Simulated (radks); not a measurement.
Question: The mean radii <r> (bohr) of the occupied orbitals of an atom or ion are listed with their occupations. All-electron calculation, Dirac Kohn-Sham, PBE, spin-unpolarised, spherical densities, finite nucleus; Fermi nuclear charge, rms radius of each element as measured or else 0.836 A^(1/3) + 0.57 fm. Program: a radial shooting solver on a logarithmic mesh with Libxc functionals.

orbital  occ.      <r>
1s1/2       2  0.02971
2s1/2       2   0.1274
2p1/2       2   0.1078
2p3/2       4   0.1130
3s1/2       2   0.3271
3p1/2       2   0.3147
3p3/2       4   0.3236
3d3/2       4   0.2875

Name the element and its charge. Open shells, if any, fill j = l - 1/2 first.

Answer: Z = 49, indium, charge +27: In27+ in [Ar] 3d4. The 1s radius gives Z: for a bare nucleus <r> = (2 gamma + 1)/(2Z) with gamma = sqrt(1 - (Z/c)^2), 0.02926 bohr for Z = 49, and screening makes it slightly larger (0.02971 here). The occupations add up to 22, and the charge is Z minus that.
